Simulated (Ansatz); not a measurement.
Cost and result for the atomization energy of C₂H₅ClOSi, SMILES `O/C([SiH3])=C\Cl` (10 atoms, 9 bonds).

```xyz
10

O    -0.961   -1.411   -0.075
C    -0.339   -0.222    0.070
Si    1.391   -0.121   -0.646
C    -0.888    0.833    0.676
Cl   -2.483    0.748    1.337
H    -1.841   -1.349    0.328
H     1.896    1.250   -0.387
H     1.350   -0.388   -2.105
H     2.267   -1.125    0.009
H    -0.393    1.785    0.793
```

The species carries charge 0 and has multiplicity 1. Geometry: relaxed with PBE0-D4/def2-TZVP. It is one conformer, not always the lowest. Program: Ansatz. All runs use 4 threads of an AMD EPYC 9R45 on a shared host. Times are those of one run each, without the atoms' runs, and a repeat can differ threefold. Electronic energies, without spin–orbit coupling; frozen cores. CCSD(T)/CBS adds CCSD(T) − MP2 in def2-TZVPP to the MP2 limit, and its time is that of the two runs behind it. T1 = 0.013. B3LYP takes the VWN-RPA correlation (the form of Gaussian; ORCA's B3LYP/G).

CCSD(T)/CBS is a level of theory with its own doubt, some kJ/mol a heavy atom from the limit and from the frozen cores, so smaller differences don't rank the functionals.

```tsv
level	functions	wall time
PBE-D4/def2-TZVPP (with forces)	247	1.4 s
PBE0-D4/def2-TZVPP	247	1.5 s
r2SCAN-D4/def2-TZVPP (with forces)	247	2.2 s
B3LYP-D4/def2-TZVPP (with forces)	247	2.3 s
B2PLYP/def2-TZVPP	247	2.4 s
ωB97X-V/def2-TZVPP	247	3 s
ωB97M-V/def2-TZVPP (with forces)	247	4.2 s
MP2/def2-QZVPP	461	9 s
CCSD(T)/def2-TZVPP	247	47 s
CCSD(T)/CBS(def2)	–	56 s
```

Task: What atomization energy does each give, and how far from CCSD(T)/CBS? (An estimate is asked.)

Result: Computed: 
```json
{"level": "PBE-D4/def2-TZVPP (with forces)", "atomization (kcal/mol)": "880.2", "difference from CCSD(T)/CBS": "21.6", "per bond": "2.4"}
{"level": "PBE0-D4/def2-TZVPP", "atomization (kcal/mol)": "861.0", "difference from CCSD(T)/CBS": "2.4", "per bond": "0.3"}
{"level": "r2SCAN-D4/def2-TZVPP (with forces)", "atomization (kcal/mol)": "862.7", "difference from CCSD(T)/CBS": "4.1", "per bond": "0.5"}
{"level": "B3LYP-D4/def2-TZVPP (with forces)", "atomization (kcal/mol)": "856.6", "difference from CCSD(T)/CBS": "-2.0", "per bond": "-0.2"}
{"level": "B2PLYP/def2-TZVPP", "atomization (kcal/mol)": "847.3", "difference from CCSD(T)/CBS": "-11.3", "per bond": "-1.3"}
{"level": "ωB97X-V/def2-TZVPP", "atomization (kcal/mol)": "861.0", "difference from CCSD(T)/CBS": "2.4", "per bond": "0.3"}
{"level": "ωB97M-V/def2-TZVPP (with forces)", "atomization (kcal/mol)": "861.3", "difference from CCSD(T)/CBS": "2.7", "per bond": "0.3"}
{"level": "MP2/def2-QZVPP", "atomization (kcal/mol)": "866.2", "difference from CCSD(T)/CBS": "7.6", "per bond": "0.8"}
{"level": "CCSD(T)/def2-TZVPP", "atomization (kcal/mol)": "834.0", "difference from CCSD(T)/CBS": "-24.6", "per bond": "-2.7"}
{"level": "CCSD(T)/CBS(def2)", "atomization (kcal/mol)": "858.6", "difference from CCSD(T)/CBS": "0.0", "per bond": "0.0"}
```

The D4 term adds +8.8 kcal/mol with B3LYP and +4.6 kcal/mol with PBE0; it sums over pairs of atoms, weighted by their polarisabilities, and B3LYP, whose exchange is more repulsive, gets the larger term. In def2-TZVPP, CCSD(T) changes the Hartree–Fock value by +224.6 kcal/mol (the triples alone add +15.9 kcal/mol) and MP2 by +242.2 kcal/mol; breaking electron pairs costs correlation energy, which Hartree–Fock lacks. From PBE to PBE0 (25 % exact exchange), in def2-TZVPP and without D4, the atomization energy moves by −18.3 kcal/mol: exact exchange takes away binding that semilocal exchange gives to molecules.
